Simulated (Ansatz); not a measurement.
Consider the substitution at a C–C bond: `NCCO[SiH3]` + `[NH2][AlH2]` → `NC[NH][AlH2]` + `CO[SiH3]`.

Computed with Ansatz on PBE0-D4/def2-TZVP structures; ΔE is electronic, products minus reactants. CCSD(T)/CBS adds triple-zeta CCSD(T) − MP2 to the extrapolated MP2 energy (def2 sets, frozen cores). This one scheme is used for every species. Functionals use def2-TZVPP. HSE06 is defined as in plane-wave codes. One conformer a species, not always the lowest.

```json
{"level": "BLYP-D4", "ΔE (kJ/mol)": "32.8", "difference from CCSD(T)/CBS": "-8.3"}
{"level": "r2SCAN-D4", "ΔE (kJ/mol)": "38.3", "difference from CCSD(T)/CBS": "-2.8"}
{"level": "B97M-V", "ΔE (kJ/mol)": "38.9", "difference from CCSD(T)/CBS": "-2.2"}
{"level": "PBE0-D4", "ΔE (kJ/mol)": "36.9", "difference from CCSD(T)/CBS": "-4.2"}
{"level": "r2SCAN0-D4", "ΔE (kJ/mol)": "39.7", "difference from CCSD(T)/CBS": "-1.4"}
{"level": "CAM-B3LYP-D4", "ΔE (kJ/mol)": "38.0", "difference from CCSD(T)/CBS": "-3.1"}
{"level": "ωB97X-V", "ΔE (kJ/mol)": "38.5", "difference from CCSD(T)/CBS": "-2.6"}
{"level": "BLYP", "ΔE (kJ/mol)": "31.1", "difference from CCSD(T)/CBS": "-10.0"}
{"level": "PBE0", "ΔE (kJ/mol)": "35.9", "difference from CCSD(T)/CBS": "-5.2"}
{"level": "r2SCANh", "ΔE (kJ/mol)": "38.4", "difference from CCSD(T)/CBS": "-2.7"}
{"level": "r2SCAN0", "ΔE (kJ/mol)": "39.1", "difference from CCSD(T)/CBS": "-2.0"}
{"level": "HSE06", "ΔE (kJ/mol)": "35.7", "difference from CCSD(T)/CBS": "-5.4"}
{"level": "HF/def2-SVP", "ΔE (kJ/mol)": "32.2", "difference from CCSD(T)/CBS": "-8.9"}
{"level": "CCSD/def2-TZVPP", "ΔE (kJ/mol)": "39.5", "difference from CCSD(T)/CBS": "-1.6"}
{"level": "CCSD(T)/def2-TZVPP", "ΔE (kJ/mol)": "39.1", "difference from CCSD(T)/CBS": "-2.0"}
{"level": "MP2/CBS(def2)", "ΔE (kJ/mol)": "42.9", "difference from CCSD(T)/CBS": "1.8"}
{"level": "CCSD(T)/CBS", "ΔE (kJ/mol)": "41.1", "difference from CCSD(T)/CBS": "0"}
```

Largest T1 diagnostic among the species: 0.011.

From BLYP to BHLYP (50 % exact exchange), in def2-TZVPP and without D4, ΔE moves by +5.9 kJ/mol. Leaving LDA and LC-ωPBE aside and taking each functional with its dispersion term where it has one, the values, not all of them listed here, spread over 7.2 kJ/mol, from BLYP-D4 to ωB97M-V. LDA lies +3.6 kJ/mol from PBE without D4.

CCSD(T)/CBS has its own doubt, a few kJ/mol and more with outer-core shells, so smaller differences from it don't rank the levels.
